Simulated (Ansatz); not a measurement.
This geometry of ClFH9NSiW (14 atoms, charge 0, multiplicity 1) is a first-order saddle point.

Method: RKS BLYP-D4/def2-SVP in Ansatz.

```xyz
14
Properties=species:S:1:pos:R:3
W 0.087 0.072 0.222
Cl -0.648 0.182 2.379
H 1.443 -0.981 0.757
H -0.835 1.583 -0.121
H -1.455 -0.277 -0.451
H -0.288 -1.589 -0.001
F 0.895 0.238 -1.442
N 1.755 1.720 0.789
H 2.592 1.471 0.240
Si 1.224 3.440 0.501
H 0.900 3.561 -0.947
H 0.068 3.694 1.403
H 2.359 4.364 0.850
H 2.024 1.553 1.770
```

(1) Which two structures does it join? (They come from a converged band through this point; their orientation in space is the band's.)

(2) How far does it lie above each of them?

Results:

(1) No bond is made or broken.

Image 0:

```xyz
14
Properties=species:S:1:pos:R:3
W 0.026 0.092 0.371
Cl -0.644 0.254 2.541
H 1.441 -0.945 0.485
H -0.701 1.531 -0.339
H -1.459 -0.257 -0.409
H -0.356 -1.541 0.023
F 0.826 0.211 -1.363
N 1.746 1.702 0.815
H 2.494 1.414 0.165
Si 1.241 3.429 0.523
H 0.968 3.561 -0.933
H 0.049 3.688 1.380
H 2.364 4.342 0.930
H 2.130 1.550 1.759
```

Image 8:

```xyz
14
Properties=species:S:1:pos:R:3
W 0.172 0.077 0.002
Cl -0.525 0.485 2.329
H 1.006 -0.939 1.088
H -0.893 1.407 0.110
H -1.422 -0.277 -0.501
H -0.410 -1.529 0.021
F 1.130 0.181 -1.601
N 1.830 1.695 0.650
H 2.696 1.555 0.105
Si 1.227 3.415 0.554
H 0.808 3.636 -0.861
H 0.108 3.535 1.525
H 2.345 4.353 0.904
H 2.050 1.436 1.624
```

(2) 10.7 kJ/mol above the first and 22.4 kJ/mol above the second. This is the barrier of this one path; another mechanism may lie lower.

Time of the run: 8.9 min on 4 threads of Arm Neoverse V2, on a shared host, peak memory 0.23 GiB.
